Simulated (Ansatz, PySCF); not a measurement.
Gas-phase reaction in SMILES: [SiH3]c1ccccc1 [phenylsilane] + 7 C (CH4) -> 3 C=C (C2H4) + 3 CC (C2H6) [ethane] + C[SiH3] [methylsilane]
Each molecule is optimised on its own at B3LYP-D3(BJ)/def2-TZVP (Ansatz, an electronic-structure program). Frequencies are from Ansatz or PySCF. Unstable Hartree-Fock reference: [SiH3]c1ccccc1.

Wanted: bond separation energy (enthalpy at 298 K, with B3LYP-D3(BJ) rigid-rotor harmonic-oscillator terms), in eV. Cores are frozen in the correlated levels unless marked. No spin-orbit coupling. Non-relativistic unless marked X2C. CBS(X,Y): correlation extrapolated as X^-3; Hartree-Fock from the larger set. The bracket is a focal-point correction in the basis named.

| level | program | bond separation energy (eV) |
|---|---|---|
| BLYP-D4/def2-TZVPD | Ansatz + dftd4 | 3.06 |
| r2SCAN/def2-TZVPD | Ansatz | 3.11 |

**Question.** What does RI-MP2/CBS(cc-pV(T+d)Z,cc-pV(Q+d)Z)+[CCSD(T)-MP2]/cc-pV(T+d)Z (Ansatz) give?

**Answer.** 2.81 eV, so r2SCAN/def2-TZVPD differs from it by 0.30 eV.
